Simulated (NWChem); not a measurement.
System: C2H7NOSi2; SMILES O[Si@H]1CC([SiH3])=N1

Output (shortened):

```
             Northwest Computational Chemistry Package (NWChem) 7.3.0
             --------------------------------------------------------

 C1  symmetry detected

                             Geometry "geometry" -> ""
                             -------------------------

 Output coordinates in angstroms (scale by  1.889725989 to convert to a.u.)

  No.       Tag          Charge          X              Y              Z
 ---- ---------------- ---------- -------------- -------------- --------------
    1 O                    8.0000     0.22382621     2.82585778    -0.56960218
    2 Si                  14.0000    -0.00515104     1.49644334     0.39370627
    3 C                    6.0000    -1.28604860     0.14760825    -0.01436495
    4 C                    6.0000     0.01123485    -0.68974224     0.01910636
    5 Si                  14.0000     0.11475953    -2.58853154    -0.12074337
    6 N                    7.0000     1.06089019     0.06360138     0.17431740
    7 H                    1.0000     0.35972622     2.67111279    -1.51518693
    8 H                    1.0000    -0.01148828     2.04580631     1.76942628
    9 H                    1.0000    -1.74733282     0.16964312    -1.00867799
   10 H                    1.0000    -2.05148396    -0.13890023     0.71627684
   11 H                    1.0000    -0.68220291    -3.19530164     0.98123283
   12 H                    1.0000    -0.49249073    -3.01702358    -1.41173404
   13 H                    1.0000     1.52279501    -3.04536990    -0.04467045

 Effective nuclear repulsion energy (a.u.)     344.8681052599

                                 NWChem DFT Module
                                 -----------------

 Summary of "ao basis" -> "ao basis" (spherical)
 ------------------------------------------------------------------------------
       Tag                 Description            Shells   Functions and Types
 ---------------- ------------------------------  ------  ---------------------
 O                          def2-svp                 6       14   3s2p1d
 Si                         def2-svp                 8       18   4s3p1d
 C                          def2-svp                 6       14   3s2p1d
 N                          def2-svp                 6       14   3s2p1d
 H                          def2-svp                 3        5   2s1p

            General Information
            -------------------
          SCF calculation type: DFT
          Wavefunction type:  closed shell.
          No. of atoms     :    13
          No. of electrons :    62
           Alpha electrons :    31
            Beta electrons :    31
          Charge           :     0
          Spin multiplicity:     1
          Use of symmetry is: off; symmetry adaption is: off
          Maximum number of iterations: 150
          AO basis - number of functions:   127
                     number of shells:    61
          Convergence on energy requested:  1.00D-06
          Convergence on density requested:  1.00D-05
          Convergence on gradient requested:  5.00D-04

              XC Information
              --------------
                         SCAN Method XC Functional
                  SCAN metaGGA Exchange Functional  1.000
                        SCAN Correlation Potential  1.000

             Grid Information
             ----------------
          Grid used for XC integration:  fine
          Radial quadrature: Mura-Knowles
          Angular quadrature: Lebedev.
          Tag              B.-S. Rad. Rad. Pts. Rad. Cut. Ang. Pts.
          ---              ---------- --------- --------- ---------
          O                   0.60       70          14.0       590
          Si                  1.10      123          13.0       770
          C                   0.70       70          11.0       590
          N                   0.65       70          11.0       590
          H                   0.35       60          14.0       590
          Grid pruning is: on
          Number of quadrature shells:   946
          Spatial weights used:  Erf1

      Superposition of Atomic Density Guess
      -------------------------------------

 Sum of atomic energies:        -785.15699825

      Non-variational initial energy
      ------------------------------

 Total energy =    -788.045996
 1-e energy   =   -1768.372034
 2-e energy   =     635.457933
 HOMO         =      -0.277219
 LUMO         =      -0.041105

     ---------------------------------------------
      Total Density - Mulliken Population Analysis
     ---------------------------------------------

    Atom       Charge   Shell Charges
 -----------   ------   -------------------------------------------------------
    1 O    8     8.76   1.99  1.10  0.63  3.08  1.94  0.00
    2 Si  14    12.92   2.00  1.99  0.93  0.20  5.93  0.95  0.60  0.31
    3 C    6     6.47   1.99  0.99  0.27  2.07  1.13  0.02
    4 C    6     5.84   1.99  0.98  0.30  1.66  0.85  0.06
    5 Si  14    13.54   2.00  1.99  1.01  0.28  5.94  1.14  1.07  0.11
    6 N    7     7.80   1.99  1.11  0.64  2.45  1.58  0.02
    7 H    1     0.65   0.52  0.07  0.06
    8 H    1     1.09   0.70  0.38  0.01
    9 H    1     0.85   0.64  0.18  0.03
   10 H    1     0.86   0.65  0.19  0.03
   11 H    1     1.06   0.69  0.36  0.01
   12 H    1     1.06   0.69  0.36  0.01
   13 H    1     1.07   0.70  0.37  0.01

   convergence    iter        energy       DeltaE   RMS-Dens  Diis-err
 ---------------- ----- ----------------- --------- --------- ---------
 d= 0,ls=0.0,diis     1   -788.8901039393 -1.13D+03  1.51D-02  8.81D-01
 d= 0,ls=0.0,diis     2   -788.6297855711  2.60D-01  1.12D-02  3.12D+00
 d= 0,ls=0.0,diis     3   -788.9846283472 -3.55D-01  2.58D-03  1.11D-01
 d= 0,ls=0.0,diis     4   -788.9934526715 -8.82D-03  1.17D-03  4.28D-02
 d= 0,ls=0.0,diis     5   -788.9981282310 -4.68D-03  3.52D-04  2.36D-03
  Resetting Diis
 d= 0,ls=0.0,diis     6   -788.9983572406 -2.29D-04  1.21D-04  2.87D-04
 d= 0,ls=0.0,diis     7   -788.9983947776 -3.75D-05  5.07D-05  1.02D-05
 d= 0,ls=0.0,diis     8   -788.9983931321  1.65D-06  3.13D-05  2.26D-05
 d= 0,ls=0.0,diis     9   -788.9983961057 -2.97D-06  5.66D-06  7.96D-07
 d= 0,ls=0.0,diis    10   -788.9983961831 -7.74D-08  2.04D-06  9.34D-08

         Total DFT energy =     -788.998396183097
      One electron energy =    -1773.058887808283
           Coulomb energy =      709.948550820969
    Exchange-Corr. energy =      -70.756164455670
 Nuclear repulsion energy =      344.868105259887

 Numeric. integr. density =       61.999993656870

                       DFT Final Molecular Orbital Analysis
                       ------------------------------------

 Vector   29  Occ=2.000000D+00  E=-2.937306D-01
              MO Center=  2.0D-01, -3.2D-01, -2.0D-02, r^2= 4.1D+00
   Bfn.  Coefficient  Atom+Function         Bfn.  Coefficient  Atom+Function
  ----- ------------  ---------------      ----- ------------  ---------------
    84      0.367689   6 N  pz               52     -0.291201   4 C  pz
    87     -0.255509   6 N  pz               55     -0.211251   4 C  pz
   118     -0.150042  12 H  s                 5      0.142883   1 O  py
   103     -0.142020   9 H  s               113      0.132486  11 H  s
    38      0.128843   3 C  pz              119     -0.104655  12 H  s

 Vector   30  Occ=2.000000D+00  E=-2.591917D-01
              MO Center= -3.8D-01,  5.9D-01,  1.3D-01, r^2= 4.2D+00
   Bfn.  Coefficient  Atom+Function         Bfn.  Coefficient  Atom+Function
  ----- ------------  ---------------      ----- ------------  ---------------
    37      0.349512   3 C  py               40      0.244834   3 C  py
    51     -0.219314   4 C  py               35      0.210189   3 C  s
     4      0.200087   1 O  px               98     -0.179472   8 H  s
    82     -0.168108   6 N  px               99     -0.156530   8 H  s
     5      0.154268   1 O  py                7      0.151940   1 O  px

 Vector   31  Occ=2.000000D+00  E=-2.112277D-01
              MO Center=  6.4D-01, -1.4D-01,  1.3D-01, r^2= 2.6D+00
   Bfn.  Coefficient  Atom+Function         Bfn.  Coefficient  Atom+Function
  ----- ------------  ---------------      ----- ------------  ---------------
    82      0.397158   6 N  px               85     -0.305681   6 N  px
    83     -0.266133   6 N  py               36     -0.216551   3 C  px
    35     -0.204773   3 C  s                86      0.195372   6 N  py
    81     -0.192047   6 N  s                17      0.181560   2 Si s
    63      0.153241   5 Si s                69      0.153888   5 Si py

 Vector   32  Occ=0.000000D+00  E=-7.124278D-02
              MO Center=  2.7D-01, -5.3D-01,  5.5D-02, r^2= 3.0D+00
   Bfn.  Coefficient  Atom+Function         Bfn.  Coefficient  Atom+Function
  ----- ------------  ---------------      ----- ------------  ---------------
    55      0.483194   4 C  pz               52      0.436149   4 C  pz
    87     -0.400953   6 N  pz               84      0.375336   6 N  pz
    27     -0.274043   2 Si pz              114     -0.231067  11 H  s
    73      0.225017   5 Si pz              119      0.220905  12 H  s
    99      0.207216   8 H  s               104      0.128223   9 H  s

 Vector   33  Occ=0.000000D+00  E= 1.871516D-02
              MO Center=  2.6D-02, -1.2D+00,  1.8D-03, r^2= 7.7D+00
   Bfn.  Coefficient  Atom+Function         Bfn.  Coefficient  Atom+Function
  ----- ------------  ---------------      ----- ------------  ---------------
    72      0.997434   5 Si py               49     -0.711651   4 C  s
    71      0.468644   5 Si px               81     -0.442283   6 N  s
    54      0.433061   4 C  py              114      0.413561  11 H  s
   119      0.410001  12 H  s                26     -0.368624   2 Si py
    25      0.365296   2 Si px                3      0.291997   1 O  s

 Vector   34  Occ=0.000000D+00  E= 2.114768D-02
              MO Center= -2.0D-01, -1.3D+00,  3.2D-02, r^2= 7.5D+00
   Bfn.  Coefficient  Atom+Function         Bfn.  Coefficient  Atom+Function
  ----- ------------  ---------------      ----- ------------  ---------------
    72      0.891906   5 Si py               49     -0.767774   4 C  s
   124      0.769320  13 H  s                71     -0.694763   5 Si px
    35     -0.688757   3 C  s                25     -0.585722   2 Si px
    81      0.317091   6 N  s                54      0.314987   4 C  py
   104      0.245585   9 H  s                18      0.242477   2 Si s

     ---------------------------------------------
      Total Density - Mulliken Population Analysis
     ---------------------------------------------

    Atom       Charge   Shell Charges
 -----------   ------   -------------------------------------------------------
    1 O    8     8.41   1.99  1.08  0.65  2.88  1.80  0.01
    2 Si  14    13.29   2.00  1.98  0.98  0.13  5.93  1.21  0.64  0.42
    3 C    6     6.28   1.99  0.91  0.29  2.09  0.98  0.02
    4 C    6     6.16   1.99  0.96  0.31  1.97  0.87  0.06
    5 Si  14    13.57   2.00  1.98  1.04  0.21  5.93  1.32  0.94  0.16
    6 N    7     7.37   1.99  1.06  0.70  2.29  1.32  0.02
    7 H    1     0.79   0.67  0.05  0.07
    8 H    1     1.09   0.75  0.33  0.01
    9 H    1     0.92   0.73  0.17  0.03
   10 H    1     0.92   0.73  0.17  0.03
   11 H    1     1.07   0.74  0.32  0.01
   12 H    1     1.07   0.74  0.32  0.01
   13 H    1     1.06   0.74  0.31  0.01

     -------------------------------------------
      Total Density - Lowdin Population Analysis
     -------------------------------------------

    Atom       Charge   Shell Charges
 -----------   ------   -------------------------------------------------------
    1 O    8     8.21   1.97  0.88  0.60  2.71  2.03  0.01
    2 Si  14    13.41   2.00  1.93  0.61  0.30  5.81  1.23  0.89  0.63
    3 C    6     6.25   1.96  0.61  0.34  1.90  1.37  0.06
    4 C    6     6.12   1.97  0.66  0.34  1.81  1.21  0.14
    5 Si  14    13.57   2.00  1.93  0.67  0.34  5.82  1.34  1.22  0.25
    6 N    7     7.27   1.97  0.85  0.55  2.15  1.70  0.04
    7 H    1     0.90   0.55  0.17  0.18
    8 H    1     1.10   0.65  0.42  0.02
    9 H    1     0.96   0.62  0.26  0.07
   10 H    1     0.96   0.63  0.26  0.07
   11 H    1     1.09   0.64  0.42  0.02
   12 H    1     1.09   0.64  0.42  0.02
   13 H    1     1.08   0.64  0.41  0.03

     Multipole analysis of the density
     ---------------------------------

     L   x y z        total         alpha         beta         nuclear
     -   - - -        -----         -----         ----         -------
     0   0 0 0     -0.000000    -31.000000    -31.000000     62.000000

     1   1 0 0     -0.741052     -0.370526     -0.370526     -0.000000
     1   0 1 0     -0.113306     -0.056653     -0.056653      0.000000
     1   0 0 1     -0.537644     -0.268822     -0.268822      0.000000

     2   2 0 0    -40.209074    -71.539252    -71.539252    102.869430
     2   1 1 0      0.211306      0.044537      0.044537      0.122231
     2   1 0 1     -0.793565     -0.128709     -0.128709     -0.536147
     2   0 2 0    -40.348294   -434.435328   -434.435328    828.522362
     2   0 1 1     -2.353297     -1.703018     -1.703018      1.052739
     2   0 0 2    -35.378515    -44.652272    -44.652272     53.926030

            General Information
            -------------------
          SCF calculation type: DFT
          Wavefunction type:  closed shell.
          No. of atoms     :    13
          No. of electrons :    62
           Alpha electrons :    31
            Beta electrons :    31
          Charge           :     0
          Spin multiplicity:     1
          Use of symmetry is: off; symmetry adaption is: off
          Maximum number of iterations: 150
          AO basis - number of functions:   127
                     number of shells:    61
          Convergence on energy requested:  1.00D-06
          Convergence on density requested:  1.00D-05
          Convergence on gradient requested:  5.00D-04

              XC Information
              --------------
                         SCAN Method XC Functional
                  SCAN metaGGA Exchange Functional  1.000
                        SCAN Correlation Potential  1.000

[...]

                         DFT ENERGY GRADIENTS

    atom               coordinates                        gradient
                 x          y          z           x          y          z
   1 O       0.422970   5.340097  -1.076392   -0.000531   0.002017   0.002735
   2 Si     -0.009734   2.827868   0.743997    0.001570   0.001118   0.001666
   3 C      -2.430279   0.278939  -0.027146   -0.008716   0.000579  -0.002016
   4 C       0.021231  -1.303424   0.036106    0.003092  -0.005881  -0.000659
   5 Si      0.216864  -4.891615  -0.228172    0.000115  -0.001436  -0.000283
   6 N       2.004792   0.120189   0.329412   -0.001426   0.001735   0.000606
   7 H       0.679784   5.047671  -2.863288    0.000468  -0.000679  -0.002948
   8 H      -0.021710   3.866013   3.343731    0.000077   0.000388  -0.000761
   9 H      -3.301980   0.320579  -1.906125    0.001715   0.000052   0.003986
  10 H      -3.876743  -0.262483   1.353567    0.003503   0.001591  -0.002515
  11 H      -1.289177  -6.038245   1.854261    0.000860   0.000305  -0.000981
  12 H      -0.930673  -5.701348  -2.667791    0.000754   0.000104   0.001229
  13 H       2.877665  -5.754915  -0.084415   -0.001481   0.000108  -0.000057
```

Level: SCAN/def2-SVP. Structure relaxed at the B3LYP/6-31G* (spherical d) level.

Q: Write an input that gives this output.

A: Several could match; the one computed here: the input that was run:
```
start job
memory heap 200 mb stack 900 mb global 1100 mb
geometry units angstroms noautoz
  O      0.315300     2.822336    -0.572412
  Si    -0.018403     1.503341     0.374494
  C     -1.257261     0.155811    -0.150835
  C      0.025423    -0.686449     0.023923
  Si     0.133197    -2.586920    -0.086851
  N      1.057305     0.064094     0.279458
  H      0.547090     2.657807    -1.497479
  H     -0.163630     2.066141     1.737069
  H     -1.613558     0.170008    -1.187550
  H     -2.095322    -0.120425     0.499675
  H     -0.776091    -3.179643     0.932730
  H     -0.340008    -3.025529    -1.429503
  H      1.523579    -3.048724     0.138154
end
basis spherical
  * library def2-svp
end
dft
  xc scan
  grid fine
  iterations 150
  mulliken
end
task dft gradient
```
